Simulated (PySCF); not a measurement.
Record of a relaxation.

SbMe2(SiH3), C2H9SbSi.
Bonds: Sb1–C2, Sb1–C6, Sb1–Si10. Hydrogens: H3, H4, H5 on C2; H7, H8, H9 on C6; H11, H12, H13 on Si10.

Method: PBE0-D3(BJ)/def2-SVP geometry optimisation, gas phase, def2 core potentials past Kr in PySCF; density fitting, grid level 1; the optimiser is geomeTRIC in internal coordinates, started from a GFN2-xTB structure with every atom displaced at random (about 0.03 Å). The frame can shift and turn from step to step; on so coarse a grid that alone can change the energy by a few meV, and forces under 0.02 eV/Å are noise.

Step 0: E = -16625.7375 eV, largest atomic force 2.618 eV/Å
```
atom  x, y, z in Å  |  force x, y, z in eV/Å
Sb1     0.157    0.070    1.315   -0.997   1.127  -0.052
C2      1.871    0.110    0.080    0.323  -0.925  -0.030
H3      2.430    0.992    0.276    0.889   1.050   0.662
H4      1.733    0.131   -0.978   -0.741  -0.108  -1.208
H5      2.467   -0.780    0.278    0.403  -0.154   0.257
C6     -0.852    1.708    0.103    2.437  -0.534   0.193
H7     -1.867    1.751    0.350   -2.076  -0.008   0.352
H8     -0.682    1.493   -0.962   -0.117   0.043   0.073
H9     -0.387    2.668    0.381    0.049  -0.148  -0.073
Si10   -1.013   -1.753    0.005   -0.108   1.624  -0.612
H11    -0.907   -1.636   -1.454    0.143   0.242  -0.611
H12    -2.417   -1.806    0.302   -1.252   0.092   0.364
H13    -0.504   -2.999    0.327    1.047  -2.299   0.685
```

Step 1: E = -16626.1611 eV, largest atomic force 0.306 eV/Å
```
atom  x, y, z in Å  |  force x, y, z in eV/Å
Sb1     0.121    0.145    1.297    0.225  -0.207   0.013
C2      1.932    0.125    0.061    0.077  -0.056  -0.125
H3      2.520    1.031    0.276   -0.045  -0.045   0.088
H4      1.729    0.103   -1.022   -0.182  -0.003   0.121
H5      2.542   -0.756    0.309   -0.023   0.047   0.069
C6     -0.851    1.678    0.124    0.066   0.069   0.050
H7     -1.922    1.714    0.370    0.011   0.029  -0.099
H8     -0.689    1.452   -0.937   -0.140   0.121  -0.085
H9     -0.382    2.638    0.383   -0.067   0.053  -0.075
Si10   -1.053   -1.745   -0.012    0.002  -0.136  -0.032
H11    -0.902   -1.598   -1.500    0.021   0.051   0.071
H12    -2.523   -1.758    0.297    0.078   0.030   0.015
H13    -0.491   -3.081    0.376   -0.024   0.048  -0.011
```

Step 2: E = -16626.1777 eV, largest atomic force 0.251 eV/Å
```
atom  x, y, z in Å  |  force x, y, z in eV/Å
Sb1     0.136    0.137    1.299   -0.152   0.173  -0.081
C2      1.925    0.098    0.063    0.118   0.021  -0.121
H3      2.518    1.002    0.278   -0.040  -0.063  -0.009
H4      1.682    0.074   -1.012   -0.029   0.008   0.099
H5      2.532   -0.784    0.313   -0.022   0.024   0.011
C6     -0.858    1.705    0.118    0.100  -0.176   0.149
H7     -1.929    1.743    0.367    0.052  -0.021  -0.020
H8     -0.726    1.504   -0.953   -0.040   0.009  -0.044
H9     -0.397    2.671    0.369    0.002   0.015   0.005
Si10   -1.027   -1.757   -0.008   -0.029  -0.093  -0.002
H11    -0.871   -1.585   -1.491    0.013   0.015   0.039
H12    -2.494   -1.765    0.307    0.063  -0.003  -0.003
H13    -0.460   -3.096    0.372   -0.035   0.092  -0.024
```

Step 3: E = -16626.1819 eV, largest atomic force 0.081 eV/Å
```
atom  x, y, z in Å  |  force x, y, z in eV/Å
Sb1     0.134    0.147    1.300   -0.059   0.034   0.044
C2      1.920    0.096    0.060    0.068   0.001  -0.031
H3      2.513    0.998    0.268   -0.005  -0.013  -0.016
H4      1.660    0.066   -1.008   -0.001   0.004   0.013
H5      2.523   -0.787    0.315   -0.005   0.001  -0.006
C6     -0.852    1.696    0.118    0.028  -0.031   0.002
H7     -1.921    1.732    0.369    0.002   0.001   0.001
H8     -0.732    1.496   -0.956   -0.015   0.007  -0.008
H9     -0.396    2.666    0.362   -0.007   0.008  -0.002
Si10   -1.021   -1.750   -0.004   -0.007  -0.040   0.016
H11    -0.857   -1.569   -1.483    0.008   0.010  -0.002
H12    -2.486   -1.760    0.307    0.004  -0.008  -0.001
H13    -0.453   -3.084    0.374   -0.010   0.028  -0.010
```

Step 4: E = -16626.1825 eV, largest atomic force 0.027 eV/Å
```
atom  x, y, z in Å  |  force x, y, z in eV/Å
Sb1     0.132    0.155    1.303    0.016   0.003   0.010
C2      1.922    0.093    0.058   -0.007  -0.006   0.021
H3      2.519    0.994    0.259    0.002   0.008  -0.004
H4      1.656    0.060   -1.008   -0.002   0.001  -0.014
H5      2.522   -0.790    0.315   -0.004  -0.007  -0.003
C6     -0.854    1.695    0.116    0.005   0.005  -0.026
H7     -1.922    1.731    0.371   -0.009   0.001   0.009
H8     -0.741    1.493   -0.958   -0.001  -0.002   0.004
H9     -0.401    2.668    0.354   -0.002   0.000  -0.002
Si10   -1.020   -1.748    0.002    0.003   0.003   0.007
H11    -0.850   -1.561   -1.476    0.002   0.004  -0.003
H12    -2.484   -1.763    0.309   -0.008  -0.006   0.001
H13    -0.448   -3.079    0.377    0.004  -0.005   0.001
```

Step 5: E = -16626.1826 eV, largest atomic force 0.025 eV/Å
```
atom  x, y, z in Å  |  force x, y, z in eV/Å
Sb1     0.134    0.161    1.306    0.016  -0.004   0.002
C2      1.920    0.091    0.056   -0.017  -0.004   0.017
H3      2.521    0.991    0.251    0.004   0.005  -0.002
H4      1.650    0.055   -1.008    0.002   0.000  -0.011
H5      2.518   -0.794    0.314   -0.001  -0.003  -0.003
C6     -0.855    1.695    0.113   -0.010   0.012  -0.019
H7     -1.923    1.732    0.372   -0.003   0.001   0.005
H8     -0.748    1.489   -0.961    0.004  -0.006   0.004
H9     -0.403    2.670    0.345    0.001  -0.002  -0.002
Si10   -1.016   -1.745    0.008    0.002   0.014   0.004
H11    -0.846   -1.554   -1.469   -0.002   0.001   0.001
H12    -2.482   -1.767    0.314   -0.004  -0.004   0.001
H13    -0.440   -3.075    0.381    0.006  -0.010   0.003
```

Question: Summarise the path.

Answer: The energy falls by 10.27 kcal/mol from step 0 to step 5; nine tenths of that is first reached at step 1. It falls at every step. The largest force goes from 2.618 to 0.025 eV/Å. Among the bonds Si10–H13 changes most, from 1.384 to 1.496 Å; the atoms move by 0.076 Å rms after alignment.

Question: Follow the three bonds and two angles with the largest change from start to end.

Answer: 
```json
{"step": "0", "E above end (kcal/mol)": "10.27", "largest force (eV/Å)": "2.618", "Si10–H13 (Å)": "1.384", "Sb1–C6 (Å)": "2.274", "Sb1–C2 (Å)": "2.113", "Sb1–C2–H4 (°)": "118.3", "H3–C2–H4 (°)": "103.6"}
{"step": "1", "E above end (kcal/mol)": "0.50", "largest force (eV/Å)": "0.306", "Si10–H13 (Å)": "1.500", "Sb1–C6 (Å)": "2.161", "Sb1–C2 (Å)": "2.192", "Sb1–C2–H4 (°)": "113.7", "H3–C2–H4 (°)": "107.8"}
{"step": "2", "E above end (kcal/mol)": "0.12", "largest force (eV/Å)": "0.251", "Si10–H13 (Å)": "1.503", "Sb1–C6 (Å)": "2.200", "Sb1–C2 (Å)": "2.176", "Sb1–C2–H4 (°)": "111.9", "H3–C2–H4 (°)": "109.1"}
{"step": "3", "E above end (kcal/mol)": "0.02", "largest force (eV/Å)": "0.081", "Si10–H13 (Å)": "1.499", "Sb1–C6 (Å)": "2.182", "Sb1–C2 (Å)": "2.175", "Sb1–C2–H4 (°)": "111.1", "H3–C2–H4 (°)": "109.5"}
{"step": "4", "E above end (kcal/mol)": "0.00", "largest force (eV/Å)": "0.027", "Si10–H13 (Å)": "1.496", "Sb1–C6 (Å)": "2.180", "Sb1–C2 (Å)": "2.181", "Sb1–C2–H4 (°)": "110.9", "H3–C2–H4 (°)": "109.5"}
{"step": "5", "E above end (kcal/mol)": "0.00", "largest force (eV/Å)": "0.025", "Si10–H13 (Å)": "1.496", "Sb1–C6 (Å)": "2.180", "Sb1–C2 (Å)": "2.181", "Sb1–C2–H4 (°)": "110.7", "H3–C2–H4 (°)": "109.5"}
```

What follows is the cost of the whole optimisation. Hardware: Arm Neoverse V2, one thread, shared host with 96 logical CPUs at a one-minute load of 67. Cost: 36 s, 0.47 GiB resident at most.
